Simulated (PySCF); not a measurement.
C$_{2}$H$_{3}$N$_{3}$, charge +1, doublet, geometry from GFN2-xTB (a state made from the parent by changing its charge; the spin is typed, not shown lowest); PySCF with REVPBE/6-31G*.

Here is a job for PySCF.
```python
from pyscf import gto, scf, dft

mol = gto.M(
    atom='''
C     1.17959541   -0.02728596   -0.00740385
N     0.42116369    1.05906031    0.01276298
C    -0.86380237    0.71109862    0.01538399
N    -0.89967478   -0.60910637   -0.00343316
N     0.36664536   -1.04526438   -0.01724619
H     2.25318006   -0.07127803   -0.01441848
H    -1.68791189    1.40227275    0.03024487
H    -1.67696624   -1.26669757   -0.00829256
''',
    basis='6-31g*',
    charge=1,
    spin=1,
    verbose=4,
)

mf = dft.UKS(mol)
mf.xc = 'revpbe'
mf.kernel()
```

**Question.** Predict the main parts of the log of this PySCF run.

**Answer.** 
```
PySCF version 2.14.0

[INPUT] verbose = 4
[INPUT] num. atoms = 8
[INPUT] num. electrons = 35
[INPUT] charge = 1
[INPUT] spin (= nelec alpha-beta = 2S) = 1
[INPUT] symmetry False subgroup None
[INPUT] Mole.unit = angstrom
[INPUT] Symbol           X                Y                Z      unit          X                Y                Z       unit  Magmom
[INPUT]  1 C      1.179595410000  -0.027285960000  -0.007403850000 AA    2.229112262694  -0.051562991446  -0.013991248767 Bohr   0.0
[INPUT]  2 N      0.421163690000   1.059060310000   0.012762980000 AA    0.795884027711   2.001333935297   0.024118536733 Bohr   0.0
[INPUT]  3 C     -0.863802370000   0.711098620000   0.015383990000 AA   -1.632349905050   1.343781639356   0.029071527803 Bohr   0.0
[INPUT]  4 N     -0.899674780000  -0.609106370000  -0.003433160000 AA   -1.700138935378  -1.151044220028  -0.006487732142 Bohr   0.0
[INPUT]  5 N      0.366645360000  -1.045264380000  -0.017246190000 AA    0.692859315243  -1.975263405963  -0.032590575792 Bohr   0.0
[INPUT]  6 H      2.253180060000  -0.071278030000  -0.014418480000 AA    4.257893222731  -0.134695955399  -0.027246978333 Bohr   0.0
[INPUT]  7 H     -1.687911890000   1.402272750000   0.030244870000 AA   -3.189691194497   2.649911449441   0.057154520973 Bohr   0.0
[INPUT]  8 H     -1.676966240000  -1.266697570000  -0.008292560000 AA   -3.169006913742  -2.393711489952  -0.015670667272 Bohr   0.0

nuclear repulsion = 167.336854734159
number of shells = 36
number of NR pGTOs = 147
number of NR cGTOs = 76
basis = 6-31g*
ecp = {}

******** <class 'pyscf.dft.uks.UKS'> ********
method = UKS
initial guess = minao
damping factor = 0
level_shift factor = 0
DIIS = <class 'pyscf.scf.diis.CDIIS'>
diis_start_cycle = 1
diis_space = 8
diis_damp = 0
SCF conv_tol = 1e-09
SCF conv_tol_grad = None
SCF max_cycles = 50
direct_scf = True
direct_scf_tol = 1e-13
number electrons alpha = 18  beta = 17
XC library pyscf.dft.libxc version 7.1.2
    S. Lehtola, C. Steigemann, M. J. T. Oliveira, and M. A. L. Marques,  SoftwareX 7, 1–5 (2018)
XC functionals = revpbe
    Y. Zhang and W. Yang,  Phys. Rev. Lett. 80, 890 (1998)
    J. P. Perdew, K. Burke, and M. Ernzerhof,  Phys. Rev. Lett. 77, 3865 (1996)
    J. P. Perdew, K. Burke, and M. Ernzerhof,  Phys. Rev. Lett. 78, 1396 (1997)
radial grids:
    Treutler-Ahlrichs [JCP 102, 346 (1995); DOI:10.1063/1.469408] (M4) radial grids

becke partition: Becke, JCP 88, 2547 (1988); DOI:10.1063/1.454033
pruning grids: <function nwchem_prune>
grids dens level: 3
symmetrized grids: False
atomic radii adjust function: <function treutler_atomic_radii_adjust>
small_rho_cutoff = 0
Set gradient conv threshold to 3.16228e-05
tot grids = 99368
init E= -243.108479868624

cycle= 1 E= -241.733990123706  delta_E= 1.37  |g|= 0.355  |ddm|= 2.23
cycle= 2 E= -241.027103440708  delta_E= 0.707  |g|= 1.24  |ddm|= 1.47
cycle= 3 E= -241.799759702566  delta_E= -0.773  |g|= 0.276  |ddm|= 1.03
cycle= 4 E= -241.779416091012  delta_E= 0.0203  |g|= 0.33  |ddm|= 0.359
cycle= 5 E= -241.828126059598  delta_E= -0.0487  |g|= 0.121  |ddm|= 0.254
cycle= 6 E= -241.831696652615  delta_E= -0.00357  |g|= 0.0881  |ddm|= 0.0969
cycle= 7 E= -241.835473602236  delta_E= -0.00378  |g|= 0.0176  |ddm|= 0.0859
cycle= 8 E= -241.83558468852  delta_E= -0.000111  |g|= 0.00829  |ddm|= 0.0187
cycle= 9 E= -241.835614857557  delta_E= -3.02e-05  |g|= 0.00305  |ddm|= 0.00835
cycle= 10 E= -241.835619045746  delta_E= -4.19e-06  |g|= 0.00132  |ddm|= 0.00299
cycle= 11 E= -241.835620233526  delta_E= -1.19e-06  |g|= 0.000259  |ddm|= 0.00162
cycle= 12 E= -241.835620338017  delta_E= -1.04e-07  |g|= 4.79e-05  |ddm|= 0.000727
cycle= 13 E= -241.835620340594  delta_E= -2.58e-09  |g|= 3.29e-05  |ddm|= 0.000115
cycle= 14 E= -241.835620340898  delta_E= -3.04e-10  |g|= 2.92e-05  |ddm|= 6.74e-05
Extra cycle  E= -241.835620326379  delta_E= 1.45e-08  |g|= 0.000173  |ddm|= 0.000185
SCF not converged.
SCF energy = -241.835620326379 after 50 cycles  <S^2> = 0.75364858  2S+1 = 2.0036453
```

The run did not converge; its last values are not results.
